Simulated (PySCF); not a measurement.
**Nb²⁺: excitation energy**

Nb²⁺ [Kr] 4d3 (4F) → Nb²⁺ [Kr] 4d2 5p1 (high-spin determinant), as a difference of total energies. Computed with PySCF 2.14 in aug-cc-pwCVDZ-PP with ECP28MDF (6s6p5d3f, 70 functions), with a scalar-relativistic core potential. Correlated levels: valence: 4s2 4p6 frozen; valence and next inner shell: nothing frozen outside the core potential. The calculations carry no spin-orbit coupling.

```tsv
method	excitation energy (eV)
UHF	7.950
LDA	7.892
PBE	7.910
PBE0	8.080
r2SCAN	8.111
M06	7.963
BP86	7.891
wB97X	8.235
B97-3	8.053
MP2 (valence)	8.067
SCS-MP2 (valence)	7.989
MP2 (valence and next inner shell)	8.035
SCS-MP2 (valence and next inner shell)	7.998
```

Q: How much does correlation contribute at MP2 (valence and next inner shell)?

A: 8.035 − (7.950) = 0.085 eV, measured against UHF.

The determinant of the upper state mixes LS terms, which raises its energy above the lowest term, most at the Hartree-Fock and MP2 levels.
